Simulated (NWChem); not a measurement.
Ionisation of BI2

```xyz
3

I      1.9059     0.0000     0.0412
B      0.0000     0.0000    -0.8724
I     -1.9059     0.0000     0.0412
```
Charge 0, spin multiplicity 2.

The numbers come from NWChem runs, not from measurements. The geometry was optimised at UB3LYP/def2-SVP with def2 effective core potentials on I, a minimum by its harmonic frequencies.

Basis set: def2-TZVP. −ε marks an orbital energy of the parent.

Effective core potentials replace the inner electrons of I; spin-orbit coupling is left out. B3LYP has NWChem's definition, with VWN1-RPA local correlation. The structure started from a generated list of species. The unpaired electrons of the parent sit in orbitals of symmetry a1 (C2v labels of the run); other states weren't searched. No SCF solution was tested for a lower state. Open-shell Hartree-Fock references start from PBE0 orbitals.

Problem. For the first vertical ionisation energy, −ε(alpha HOMO) of BP86 gives 5.02 eV and −ε(alpha HOMO) of PBE gives 4.92 eV. What do −ε(alpha HOMO) of B3LYP, −ε(alpha HOMO) of r2SCAN, −ε(alpha HOMO) of HF give?

Solution. −ε(alpha HOMO) of B3LYP: 5.81 eV; −ε(alpha HOMO) of r2SCAN: 5.33 eV; −ε(alpha HOMO) of HF: 8.98 eV.
